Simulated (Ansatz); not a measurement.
AgGe₂⁺. Total charge 1; triplet. Geometry PBE-D4/def2-TZVP, that of the neutral doublet; atoms count from 1.

```xyz
3

Ag   -0.244   -1.277    0.794
Ge   -0.694    1.176    0.217
Ge    0.939    0.101   -1.011
```

In the def2 sets Ag takes a core potential; there is no spin–orbit coupling. The structure comes from a short search, and lower isomers may exist.

(1) Estimate the Mulliken populations from the PBE0/def2-TZVP orbitals of Ansatz.

(2) Where does the spin sit?

(3) And the Mayer bond orders between bonded heavy atoms (over 0.3)?

## Answers

(1) 
```
atom  charge (e)  spin (α − β)  d electrons
 Ag1        0.23         -0.02         9.83
 Ge2        0.38          1.01            –
 Ge3        0.38          1.01            –
```
Mulliken values and Mayer orders depend strongly on the basis.

(2) Summed by element: Ag -0.02, Ge 2.02, of 2 unpaired in all. Largest on single atoms: Ge2 1.01, Ge3 1.01, Ag1 -0.02.

(3) Ag1–Ge2 0.69 (2.56 Å); Ag1–Ge3 0.69 (2.56 Å); Ge2–Ge3 1.44 (2.31 Å).
